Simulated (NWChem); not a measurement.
Molecule: C$_{2}$H$_{5}$ClSi; SMILES C(=C)([SiH3])Cl

```xyz
9

C      1.8018     0.2965     0.0000
C      0.4678     0.1149     0.0000
Si    -0.4301    -1.5475     0.0000
Cl    -0.6219     1.4995     0.0000
H      2.4704    -0.5787     0.0000
H      2.2584     1.2993     0.0000
H     -1.2978    -1.6503    -1.2219
H      0.5937    -2.6488     0.0000
H     -1.2978    -1.6503     1.2219
```
Atoms are numbered in this order, from 1.

Results from NWChem. Pople sets run with spherical d functions. Coordinates come from a PBE-D3(BJ)/def2-SVP optimisation. Level: PBE0/6-31G* with SMD (1 M gas to 1 M solution), gas-phase geometry. Reactions with the solvent are ignored.

Task: What does the run give for solvent 2-propanol? Quantities: solvation free energy (kcal/mol); cavity-dispersion-structure term (kcal/mol); dipole in solution (D).

Result: The solvation free energy (kcal/mol) is -2.3 and the cavity-dispersion-structure term (kcal/mol) is -0.1. The dipole in solution (D) comes out as 2.22.
